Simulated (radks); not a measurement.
Tm22+, configuration [Kr] 4d10 4f1 (the NIST ground configuration).

Calculated with a radial shooting solver on a logarithmic mesh with Libxc functionals: Dirac Kohn-Sham, BLYP, spin-unpolarised, spherical densities, finite nucleus; open shells fill j = l - 1/2 first; Fermi nuclear charge, rms radius 5.2256 fm.

Energy parts (eV):
part                      energy
total                 -364383.97
kinetic                403989.61
electron-nucleus      -871686.59
Hartree                110466.38
exchange-correlation    -7153.38

Orbitals (lengths in bohr, moments of r in powers of bohr; r(max) is where P^2 peaks):
orbital,occ.,eigenvalue (eV),<1/r>,r(max)
1s1/2,2,-59850.86,79.07,0.01261
2s1/2,2,-10630.13,19.05,0.07209
2p1/2,2,-10162.71,19.03,0.05403
2p3/2,4,-9182.923,16.42,0.06036
3s1/2,2,-2896.442,6.989,0.2035
3p1/2,2,-2691.078,6.905,0.1912
3p3/2,4,-2483.436,6.240,0.2043
3d3/2,4,-2132.678,6.120,0.1612
3d5/2,6,-2087.415,5.959,0.1648
4s1/2,2,-1049.204,3.077,0.4550
4p1/2,2,-964.8087,2.989,0.4546
4p3/2,4,-911.0308,2.770,0.4792
4d3/2,4,-770.9790,2.613,0.4723
4d5/2,6,-760.2047,2.562,0.4796
4f5/2,1,-588.8978,2.315,0.4227
4f7/2,0,-586.4623,2.298,0.4255

The highest occupied level is 4f5/2 at -588.90 eV. The electron density at the nucleus is 9.497e+05 e/bohr^3. The density falls to 0.001 e/bohr^3 at r = 1.42 bohr.
